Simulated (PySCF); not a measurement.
Telling isomers of C$_{7}$H$_{10}$NOP apart by NMR

Non-relativistic Hamiltonian, single conformer, gas phase, one averaged value for each set of equivalent atoms. NMR shieldings at PBE0/pcSseg-1/GIAO; GFN2-xTB structure; PySCF.

Shifts are taken against calculated references (same method and geometry level): TMS for 1H, 13C. Splittings of carbon signals by F and P are missing where no couplings were computed. Where no couplings were computed, multiplicities follow the n + 1 count of equivalent neighbours, and m marks all less simple cases (inequivalent or close neighbours, rings, F or P nearby). Shifts are as computed. Against solution values, carbons near 30 ppm lie about +3 ppm off and those near 130 ppm about +5 ppm. Of 1211 compounds with measured shifts, 218 miss one by over three times the rms of a fit or turn the order of signals round; such compounds aren't used in these exercises. OH and NH positions are gas-phase values without hydrogen bonding to other molecules.

(1) Tabulate the signals of `C[C@@H]1C[P@]1(=N)c1ccco1`, `C=Cc1pcoc1N(C)C`, `CCn1cpc(C(C)=O)c1` and their relative energies.

(2) What is the quickest way to tell C[C@@H]1C[P@]1(=N)c1ccco1 from CCn1cpc(C(C)=O)c1?

(3) What is the quickest way to tell C=Cc1pcoc1N(C)C from CCn1cpc(C(C)=O)c1?

(4) What is the quickest way to tell C[C@@H]1C[P@]1(=N)c1ccco1 from C=Cc1pcoc1N(C)C?

## Answers

(1) 
| SMILES | carbon types | δC | δH | E rel. (kcal/mol) |
| --- | --- | --- | --- | --- |
| C[C@@H]1C[P@]1(=N)c1ccco1 | 1×C 4×CH 1×CH2 1×CH3 | 152.4, 148.7, 134.4, 119.1, 25.9, 21.6, 16.3 | 7.95 (m, 1H), 7.76 (m, 1H), 6.86 (m, 1H), 1.90 (m, 1H), 1.86 (m, 1H), 1.42 (m, 3H), 1.08 (m, 1H), -1.69 (br s, 1H) | 56.3 |
| C=Cc1pcoc1N(C)C | 2×C 2×CH 1×CH2 2×CH3 | 179.8, 168.7, 137.3, 124.8, 117.8, 44.0 | 8.35 (m, 1H), 6.91 (m, 1H), 6.16 (m, 1H), 5.35 (m, 1H), 2.89 (s, 6H) | 41.0 |
| CCn1cpc(C(C)=O)c1 | 2×C 2×CH 1×CH2 2×CH3 | 197.2, 159.0, 154.1, 138.7, 51.0, 31.5, 21.5 | 8.19 (m, 1H), 7.85 (m, 1H), 4.12 (q, 2H), 2.67 (s, 3H), 1.48 (t, 3H) | 0.0 |

Energies are electronic energies at PBE0/pcSseg-1 on these geometries, without zero-point or thermal terms, each for the one conformer computed, which needn't be the lowest.

(2) Both give the same number of carbon signals, but DEPT or the intensities differ. The first has a three-membered-ring carbon (CH) at 25.9 ppm, the second a ketone carbonyl carbon (C) at 197.2 ppm. Their most deshielded carbons lie at 152.4 and 197.2 ppm.

(3) Count the carbon signals: 6 against 7. The first has a terminal =CH2 carbon at 117.8 ppm, the second an sp3 CH2 bonded to N at 51.0 ppm. Their most deshielded carbons lie at 179.8 and 197.2 ppm.

(4) Count the carbon signals: 7 against 6. The first has a three-membered-ring carbon (CH) at 25.9 ppm, the second a terminal =CH2 carbon at 117.8 ppm. Their most deshielded carbons lie at 152.4 and 179.8 ppm.
